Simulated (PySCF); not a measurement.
Dipole moment and polarisability of `C=C[C@H](C)N[SiH3]`

Species: C₄H₁₁NSi.
Cartesian coordinates in Å at the GFN2-xTB level; atoms count from 1:
```xyz
17
C4H11NSi angstrom
C     -1.7847    1.0926    1.2654
C     -0.7991    0.2986    0.8945
C     -0.5500   -0.1398   -0.5158
C     -0.5593   -1.6734   -0.5846
N      0.7029    0.4040   -1.0044
Si     2.1226    0.6745   -0.0767
H     -1.9327    1.3746    2.2942
H     -2.4894    1.4939    0.5550
H     -0.1048   -0.0966    1.6230
H     -1.3569    0.2464   -1.1565
H      0.2437   -2.0723    0.0309
H     -0.4092   -2.0065   -1.6098
H     -1.5086   -2.0632   -0.2247
H      0.8363    0.1656   -1.9757
H      1.8456    1.7498    0.8769
H      2.6170   -0.4952    0.6727
H      3.1196    1.0590   -1.0742
```

Level: B3LYP/def2-SVPD (PySCF), static field, nuclei fixed, core orbitals frozen in the response. The polarisability tensor in these axes (au):

```
x   94.59 -3.42 -6.22
y   -3.42 80.79  6.27
z   -6.22  6.27 78.88
```

Question: Diagonalise the tensor; give its mean and Δα, where Δα² is half the sum of the squared differences of the eigenvalues.

Answer: Principal values 73.15, 82.67 and 98.44 au; mean 84.75 au = 12.56 Å³ = 13.97 × 10⁻⁴⁰ C²·m²/J; Δα = 22.13 au (26 % of the mean).

Question: What is the dipole moment, and where does it point?

Answer: (-0.72, -0.70, -0.55) D, 1.14 D in size, pointing from the negative to the positive side. Measured along this direction, the outermost atoms are H15 at the negative end and H13 and H12 at the positive end.

Question: Traceless (Buckingham) quadrupole moment about the centre of nuclear charge: eigenvalues?

Answer: -4.39, -0.22, 4.61 D·Å. The values depend on the origin, since the dipole doesn't vanish. The electronic extent ⟨r²⟩ about the same centre is 894 bohr², a root-mean-square distance of 2.11 Å for the 56 electrons.

Question: Directions of the eigenvectors, and the extent of the frame along each?

Answer: Largest value along (0.88, -0.30, -0.38), where the nuclei span 5.79 Å; middle along (0.46, 0.75, 0.48), 5.04 Å; least along (0.14, -0.59, 0.79), 2.89 Å. The response follows the extents in order.

Question: How large is μ²/3kT at 298 K beside α?

Answer: In Gaussian units μ²/3kT = 10.62 Å³ against 12.56 Å³, a ratio of 0.85; the Debye molar polarisation (4π/3)N_A(α + μ²/3kT) is 58.5 cm³/mol, leaving out the vibrational part.

Question: Find the Langevin capture rate constant for H3+ (3.023 u) meeting this molecule (101.066 u), k = 2.342 × 10⁻⁹ cm³/s × √(α in Å³ / reduced mass in u).

Answer: The reduced mass is 2.94 u, so k = 4.84 × 10⁻⁹ cm³/s. The formula leaves out the permanent dipole, which adds to the capture rate.

Isolated species at its GFN2-xTB geometry (one conformer only).
